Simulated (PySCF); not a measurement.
**Structure elucidation problem**

The spectra below were simulated for a compound C6H10N2Si.

$^{1}$H NMR (500 MHz, computed): δ 7.52 (m, 2H), 7.00 (t, 1H), 6.82 (d, 2H), 4.61 (s, 3H), 4.48 (br s, 1H), 2.90 (br s, 1H).

$^{13}$C{$^{1}$H} NMR (computed): δ 154.7 (C), 135.0 (CH, 2C), 123.6 (CH), 115.7 (CH, 2C).

A single conformation, no relativistic terms, equivalent nuclei averaged, isolated molecule. GIAO PBE0/pcSseg-1 shieldings; geometry from GFN2-xTB; PySCF.

Shifts are taken against calculated references (same method and geometry level): TMS for $^{1}$H, $^{13}$C.

Question: Propose a structure and justify it.

Answer: 
1. The formula gives 4 degrees of unsaturation (1 ring in the answer).
2. 4 carbon signals for 6 carbons: some carbons are equivalent by symmetry or fast rotation.
3. Carbon types of the structure: 1 × C, 5 × CH, leaving 5 H on heteroatoms.
4. δC 154.7: aromatic carbon bearing nitrogen; the electronegative substituent deshields the carbon that carries it.
5. δC 135.0, 123.6, 115.7: aromatic CH.
6. δH 7.52, 7.00, 6.82: hydrogen on an aromatic CH.
7. δH 4.61: hydrogen on a silicon bonded to N.
8. δH 4.48, 2.90: hydrogen on a nitrogen bonded to O or N; exchangeable; this is the value without hydrogen bonding to other molecules.

These data were computed for SMILES [SiH3]NNc1ccccc1.

This is the structure that produced the data.

OH and NH positions are those of a molecule without intermolecular hydrogen bonds; in solution they move with solvent, concentration and temperature, and exchange usually removes their couplings. Shifts are as computed. Against solution values, carbons near 30 ppm lie about +3 ppm off and those near 130 ppm about +5 ppm. Of 1211 compounds with measured shifts, 218 miss one by over three times the rms of a fit or turn the order of signals round; such compounds aren't used in these exercises. No couplings were computed; multiplicities are counted from neighbouring protons, with m where these are inequivalent, close in shift, in a saturated or five-membered ring or joined by F or P, and br s for small geminal =CH2 splittings.
